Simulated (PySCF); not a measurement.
## Level sweep

Species: di-n-propyl ether, C6H14O.
InChI=1S/C6H14O/c1-3-5-7-6-4-2/h3-6H2,1-2H3

PySCF, dipoles from the SCF density, polarisabilities from static response with core orbitals frozen. The structure is a single PBE0-D3(BJ)/def2-SVP conformer in the gas phase; no vibrational or solvent corrections.

Q: Compare the levels for these properties.

A: 

```
              level  μ (D)  α (au)  error (%)  anisotropy (au)
      LDA/def2-SVPD  1.090   86.76       +5.2            28.71
      PBE/def2-SVPD  1.046   85.27       +3.4            28.12
    B3LYP/def2-SVPD  1.131   82.48        0.0            25.81
     PBE0/def2-SVPD  1.128   81.71       -0.9            25.81
BHandHLYP/def2-SVPD  1.212   79.30       -3.8            23.85
CAM-B3LYP/def2-SVPD  1.191   81.14       -1.6            24.52
  wB97X-D/def2-SVPD  1.164   81.04       -1.7            24.47
  LC-wPBE/def2-SVPD  1.217   78.98       -4.2            23.47
       HF/def2-SVPD  1.280   76.20       -7.6            21.43
        PBE0/6-31G*  1.064   69.33      -15.9            21.83
       PBE0/6-31+G*  1.195   76.05       -7.8            22.48
      PBE0/def2-SVP  1.114   71.80      -12.9            22.71
   PBE0/aug-cc-pVDZ  1.073   83.77       +1.6            27.11
```

Reference polarisability: 12.219 Å³ (measured, gas; NIST CCCBDB Release 22 (SRD 101), experimental polarizabilities). The anisotropy is √(½[(α1 − α2)² + (α2 − α3)² + (α3 − α1)²]). For the polarisability, the smallest error is 0.0% (B3LYP/def2-SVPD) and the largest 15.9% (PBE0/6-31G*). The dipole runs from 1.05 D (PBE/def2-SVPD) to 1.28 D (HF/def2-SVPD). In one basis (def2-SVPD) the functionals order the polarisability from HF (lowest) to LDA (highest), a spread of 14%. With PBE0 the polarisability is 70.56 au without diffuse functions (mean of 6-31G* and def2-SVP) and 80.51 au with them (mean of 6-31+G*, def2-SVPD and aug-cc-pVDZ). Measured values can belong to vibrating molecules and may average over conformers; the computed ones are for one fixed geometry.
